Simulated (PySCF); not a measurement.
## Peak assignment

Structure with atom numbers: `[CH3:1][CH:2]([CH3:3])[O:4][CH:5]1[CH2:6][SiH2:7][CH2:8]1`; H(Xn) means a hydrogen on atom n. Ha(C6), Ha(Si7), Ha(C8) are cis to O4 on the ring; Hb(C6), Hb(Si7), Hb(C8) are trans to O4 on the ring.

One computed conformer, non-relativistic Hamiltonian, isolated molecule, rapidly exchanging positions averaged. Shieldings: GIAO PBE0/pcSseg-1; GFN2-xTB geometry; PySCF 2.14.0 with density-fitted response routines.

Shifts are taken against calculated references (same method and geometry level): ¹³C (186.93 ppm) and ¹H (31.72 ppm) against TMS.

(1) Assign these signals to the numbered atoms. ¹³C{¹H} NMR (computed): δ 78.8 (CH), 78.6 (CH), 26.7 (CH3), 24.7 (CH2).

(2) Assign these signals to the numbered atoms. ¹H NMR (400 MHz, computed): δ 4.45 (m, 1H), 4.27 (m, 1H), 3.93 (m, 1H), 3.52 (sept, 1H), 1.89 (m, 2H), 1.78 (m, 2H), 1.19 (d, 6H).

Answers

(1) 
78.8 → C2, sp3 CH bonded to O: deshielded by the electronegative neighbour
78.6 → C5, sp3 CH bonded to O
26.7 → C1/C3, methyl carbon: aliphatic region, no heteroatom directly attached
24.7 → C6/C8, sp3 CH2 bonded to Si

C2 and C5; C1/C3 and C6/C8 lie closer than the usual error of such a calculation, so a measured spectrum could show them in the other order.

(2) 
| δ (ppm) | atoms | environment | reason |
| --- | --- | --- | --- |
| 4.45 | Ha(Si7) | hydrogen on a silicon bonded to 2 C, in a 4-membered ring | – |
| 4.27 | Hb(Si7) | hydrogen on a silicon bonded to 2 C, in a 4-membered ring | – |
| 3.93 | H(C5) | hydrogen on an sp3 CH bonded to O | its carbon carries O, an electronegative neighbour |
| 3.52 | H(C2) | hydrogen on an sp3 CH bonded to O | – |
| 1.89 | Hb(C6)/Hb(C8) | hydrogen on an sp3 CH2 bonded to Si | – |
| 1.78 | Ha(C6)/Ha(C8) | hydrogen on an sp3 CH2 bonded to Si | – |
| 1.19 | H(C1)/H(C3) | hydrogen on a methyl carbon | – |

Hb(C6)/Hb(C8) and Ha(C6)/Ha(C8) lie closer than the usual error of such a calculation, so a measured spectrum could show them in the other order.

Shifts are as computed. Against solution values, carbons near 30 ppm lie about +3 ppm off and those near 130 ppm about +5 ppm. Of 1211 compounds with measured shifts, 218 miss one by over three times the rms of a fit or turn the order of signals round; such compounds aren't used in these exercises. No couplings were computed; multiplicities are counted from neighbouring protons, with m where these are inequivalent, close in shift, in a saturated or five-membered ring or joined by F or P, and br s for small geminal =CH2 splittings.
